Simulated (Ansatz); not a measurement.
The same path of AlClH5NOSi + H3P (14 atoms, charge 0, multiplicity 1) was run twice with different band settings. Lost on the way: P11–H14. Made: Al1–P11, N2–H14.

Method: RKS B3LYP/6-31G* (Ansatz).

Relaxed end points:

```xyz
14
Properties=species:S:1:pos:R:3
Al -0.183 0.185 0.422
N 0.066 0.630 2.112
H -0.627 0.505 2.838
H 0.891 1.095 2.468
Cl 1.344 0.608 -0.975
O -1.629 -0.536 -0.082
Si -2.861 -1.253 -0.903
H -3.131 -2.601 -0.332
H -4.099 -0.437 -0.786
H -2.525 -1.409 -2.344
P 1.567 -3.426 1.172
H 0.319 -3.604 0.508
H 2.123 -2.649 0.118
H 1.123 -2.287 1.904
```

```xyz
14
Properties=species:S:1:pos:R:3
Al 0.243 -0.874 0.366
N 0.217 0.054 2.196
H -0.758 0.191 2.470
H 0.664 0.970 2.140
Cl 1.361 0.616 -0.738
O -1.470 -0.881 0.122
Si -2.795 -1.228 -0.786
H -3.398 -2.527 -0.364
H -3.829 -0.170 -0.601
H -2.478 -1.323 -2.239
P 1.347 -2.918 0.798
H 0.377 -3.740 0.155
H 2.215 -2.864 -0.327
H 0.683 -0.485 2.928
```

Common settings: movable images 5; climbing image yes; spring 5.0 eV/Å²; optimiser quadratic models (default); force threshold 0.03 eV/Å; iteration limit 60; end points relaxed.

| run | start path |
| --- | --- |
| 1 | through a guess of the saddle point |
| 2 | straight line |

Task: What does each run give, and how far can it be trusted?

Result: Run 1: converged after 39 iterations, highest image 0.864 eV above the first end. Neighbouring images differ by up to 1.4 eV, so the band resolves the path poorly. A vibrational analysis at the climbing image gives one clearly imaginary mode, 1217i cm⁻¹, and a faint second one (27i cm⁻¹) that may be numerical noise or a soft torsion: probably a first-order saddle point.
Run 2: converged after 20 iterations, highest image 0.857 eV above the first end. Neighbouring images differ by up to 1.3 eV, so the band resolves the path poorly. The order of the point at the top wasn't checked.
The orbitals stay closed-shell, which can raise the energy where a bond breaks towards radicals; this wasn't checked here.
